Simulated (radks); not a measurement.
Question: The holmium ion Ho56+, 11 electrons, occupied as [Ne] 3s1. Calculated with a radial shooting solver on a logarithmic mesh with Libxc functionals: scalar-relativistic Kohn-Sham, PBE, spin-polarised, spherical densities, finite nucleus; open shells are filled with parallel spins first (spin-orbit coupling, left out, can overturn this in heavy ions); Fermi nuclear charge, rms radius 5.2022 fm. Some entries of the table are withheld. Estimate them.

orbital,occ.,eigenvalue (eV),<1/r> (bohr^-1),<r> (bohr)
1s up,1,(1),(2),0.02072
1s down,1,(3),(4),0.02072
2s up,1,-13497.95,17.99,0.08670
2s down,1,-13493.29,17.99,0.08668
2p up,3,-12483.47,16.64,0.07656
2p down,3,-12479.34,16.64,0.07654
3s up,1,-5579.685,7.399,0.2070
3s down,0,-5557.752,7.413,0.2068

Answer: 
(1) 1s up eigenvalue (eV): -59963.89
(2) 1s up <1/r> (bohr^-1): 76.08
(3) 1s down eigenvalue (eV): -59960.19
(4) 1s down <1/r> (bohr^-1): 76.08
